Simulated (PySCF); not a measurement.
Compound: C6H5Cl3.
SMILES with atom numbers: `[Cl:1][CH2:2][C:3]1=[CH:4][C@@H:5]([Cl:6])[C:7]([Cl:8])=[CH:9]1`

Geometry (GFN2-xTB, Å), atoms numbered from 1 in this order:
```
atom  x, y, z in Å
Cl1    2.8138    1.1168   -0.9575
C2     2.1107   -0.0915    0.1751
C3     0.6332   -0.0663    0.0572
C4    -0.1628   -1.0002   -0.4892
C5    -1.5844   -0.5465   -0.4220
Cl6   -2.5836   -1.6683    0.5539
C7    -1.4638    0.7951    0.2453
Cl8   -2.8273    1.7582    0.5616
C9    -0.1772    1.0596    0.5111
H10    2.4400    0.1976    1.1730
H11    2.5216   -1.0616   -0.0995
H12    0.1217   -1.9485   -0.9026
H13   -2.0643   -0.4872   -1.4013
H14    0.2217    1.9423    0.9728
```

NICS = −σ at a ghost point: NICS(0) at the centroid of the ring atoms, NICS(1) 1 Å to either side along the normal of their mean plane, zz for the tensor component along that normal. Level: GIAO PBE0/pcSseg-1 (PySCF, non-relativistic, gas phase) on the GFN2-xTB geometry, one conformer.

Ring bond lengths (Å), with Mayer bond orders in brackets: C3–C4 1.343 (1.74), C4–C5 1.494 (1.01), C5–C7 1.503 (0.95), C7–C9 1.340 (1.68), C9–C3 1.460 (1.02).

Problem. What do the NICS probes read (ppm)?

Solution. 
| ring | type | NICS(0) | NICS(1), two faces | NICS(1)zz, two faces | rms pucker (Å) | centre to ring atoms, mean (Å) |
| --- | --- | --- | --- | --- | --- | --- |
| C3–C4–C5–C7–C9 | 5-membered carbocycle; formal bonds 2 double, 3 single | -0.8 | -3.2 / -3.3 | -1.6 / -1.5 | 0.00 | 1.21 |

Problem. What can be read from them?

Solution. 
- C3–C4–C5–C7–C9: mean NICS(1)zz -1.6 ppm, near zero. C5 has four or more neighbours, so the value isn't read as a sign of a π ring current.

Problem. List the ring angles and the Hirshfeld charges of the ring atoms.

Solution. 
- C3–C4–C5–C7–C9: C3 109.5° (-0.003 e), C4 109.5° (-0.059 e), C5 102.4° (-0.001 e), C7 109.9° (+0.004 e), C9 108.6° (-0.061 e); sum 540.0° against 540° for a flat convex ring.
